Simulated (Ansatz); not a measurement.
Geometry optimisation, RKS PBE-D4/def2-SVP in Ansatz.

input.yaml

```yaml
crystal:
  periodic: [false, false, false]
  atoms:
    - { symbol: Sn, position_ang: [0.19631, 0.05123, -0.073731] }
    - { symbol: H, position_ang: [0.119136, -0.074095, 1.656358] }
    - { symbol: H, position_ang: [1.85537, 0.00537, -0.562842] }
    - { symbol: H, position_ang: [-0.510803, 1.53502, -0.599722] }
    - { symbol: H, position_ang: [-0.633512, -1.287142, -0.78326] }
    - { symbol: "N", position_ang: [-2.691783, -0.094254, 1.531269] }
    - { symbol: H, position_ang: [-2.850384, -0.71418, 0.725039] }
    - { symbol: H, position_ang: [-2.687598, 0.868217, 1.168988] }
    - { symbol: H, position_ang: [-1.725437, -0.290166, 1.866402] }
basis:
  gaussian: { orbitals: def2-SVP }
hamiltonian:
  xc: pbe
  dispersion: d4
relax:
  f_tol: 0.03
  max_steps: 50
output:
  orbitals: {}
```

Launched with:

```bash
$ ansatz run input.yaml --threads 2 --pin off --max-ram 3072MiB --backend cpu --events-out ev --progress --plain --runs-dir out
```

**Question.** Where does it end, and by what steps?

**Answer.** The run converged. The force dipped under the threshold on the way, but the program's further checks kept it going. After 6 steps the energy has fallen by 0.102 eV; H9 moved furthest, 0.52 Å.

```json
{"step": "0", "energy less start (eV)": "0.0000", "largest force component (eV/Å)": "0.684", "accepted": "yes"}
{"step": "1", "energy less start (eV)": "-0.0711", "largest force component (eV/Å)": "0.328", "accepted": "yes"}
{"step": "2", "energy less start (eV)": "-0.0864", "largest force component (eV/Å)": "0.230", "accepted": "yes"}
{"step": "3", "energy less start (eV)": "-0.1010", "largest force component (eV/Å)": "0.026", "accepted": "yes"}
{"step": "4", "energy less start (eV)": "-0.0900", "largest force component (eV/Å)": "0.618", "accepted": "no"}
{"step": "5", "energy less start (eV)": "-0.1011", "largest force component (eV/Å)": "0.171", "accepted": "yes"}
{"step": "6", "energy less start (eV)": "-0.1021", "largest force component (eV/Å)": "0.003", "accepted": "yes"}
```

```xyz
9
Properties=species:S:1:pos:R:3
Sn 0.341 0.037 -0.094
H 0.536 -0.117 1.613
H 1.902 0.078 -0.836
H -0.494 1.500 -0.461
H -0.538 -1.312 -0.710
N -2.937 -0.054 1.484
H -2.855 -0.716 0.700
H -2.708 0.871 1.099
H -2.175 -0.288 2.133
```

Time of the run: 6.7 s on 2 threads of AMD EPYC 7R32 (Zen 2), on a shared host, peak memory 0.17 GiB.
